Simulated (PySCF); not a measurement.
# Electron correlation in Pr⁴²⁺ (praseodymium, charge +42)

[Ne] 3s2 3p5, 2P determinant. Computed with PySCF 2.14 in an even-tempered Gaussian basis (18 s from 8 bohr⁻², ratio 2.5; 12 p from 10 bohr⁻², ratio 2.5; 4 d from 46 bohr⁻², ratio 2.7; 4 f from 68 bohr⁻², ratio 2.7), with the spin-free X2C one-electron Hamiltonian (Gaussian nucleus). Frozen: 1s2; 15 electrons correlated; the 21 highest virtual orbitals of each spin left out.

MP2 pair energies summed by pair of shells (mhartree):

| pair | energy | share (%) |
| --- | --- | --- |
| 2p-2p | -191.43 | 31.1 |
| 3p-3p | -129.74 | 21.1 |
| 2p-3p | -105.88 | 17.2 |
| 3s-3p | -60.03 | 9.7 |
| 2s-2p | -56.46 | 9.2 |
| 2p-3s | -26.25 | 4.3 |
| 2s-3p | -19.65 | 3.2 |
| 2s-2s | -10.88 | 1.8 |
| 3s-3s | -9.20 | 1.5 |
| 2s-3s | -6.77 | 1.1 |

Total MP2 correlation energy: -616.29 mhartree.

At this charge the one-electron X2C treatment keeps the bare 1/r₁₂, with no two-electron picture change or Breit term. The effect here is smaller than on the frozen 1s shell; and a scalar Hamiltonian misses the large spin-orbit splitting of the p shells, which matters for ns² → np² pairs.
